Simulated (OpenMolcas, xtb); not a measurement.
# SiNH3ClO (SMILES [NH][SiH](O)Cl): the dipole moment, rung by rung

SiNH3ClO: 7 atoms, total charge 0, spin state doublet. As SMILES, `[NH][SiH](O)Cl`. The coordinates come from a PBE0-D4/def2-TZVP relaxation. This is one conformer, not always the lowest.

```xyz
7

N    -0.3099    1.1115   -0.8791
Si   -0.0739   -0.1143    0.3304
O     1.4656   -0.6303    0.3048
Cl   -1.3900   -1.5939   -0.2210
H    -1.1515    1.6773   -0.7563
H    -0.3486    0.2802    1.7247
H     1.8696   -0.7984   -0.5492
```

Each level gives the dipole moment (D). The values are calculated.

```json
{"level": "GFN0-xTB", "kind": "semi-empirical", "program": "xtb", "value (D)": "8.05"}
{"level": "UHF/def2-SVP", "kind": "Hartree–Fock", "program": "OpenMolcas", "value (D)": "1.28"}
{"level": "USVWN5/def2-SVP", "kind": "LDA", "program": "OpenMolcas", "value (D)": "0.73"}
{"level": "U-revPBE/def2-SVP", "kind": "GGA", "program": "OpenMolcas", "value (D)": "0.83"}
{"level": "UTPSS/def2-SVP", "kind": "meta-GGA", "program": "OpenMolcas", "value (D)": "0.92"}
{"level": "UB3LYP/def2-SVP", "kind": "global hybrid", "program": "OpenMolcas", "value (D)": "0.96"}
```

The values span 0.73 to 8.05 D. Magnitudes only.
